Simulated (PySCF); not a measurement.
C2H8GaN, SMILES C[N](C)[GaH2]. Coordinates come from a PBE-D3(BJ)/def2-SVP optimisation. The structure was generated by enumeration; whether it is a known compound was not checked.

Calculation: PBE-D3(BJ)/def2-SVP (PySCF).

Harmonic wavenumbers (cm⁻¹): 187, 230, 239, 296, 296, 317, 497, 541, 558, 691, 992, 1048, 1072, 1119, 1209, 1248, 1377, 1396, 1400, 1404, 1424, 1447, 1928, 1943, 2889, 2895, 2936, 2946, 3051, 3051. Rotational constants (GHz): 8.708, 2.883, 2.228; symmetry number 2.

**Question.** Work out the zero-point energy and the ideal-gas rigid-rotor harmonic-oscillator thermochemistry at 298.15 K and 1 atm.

**Answer.** ZPE = ½ Σ hcν = ½ × 40627 cm⁻¹ = 243.00 kJ/mol. H − E(el) = 262.80 kJ/mol. Entropy in J/(mol K): translation 168.01, rotation 103.67, vibration 53.17, total 324.85. G − E(el) = 165.95 kJ/mol. Cp = 104.93 J/(mol K).
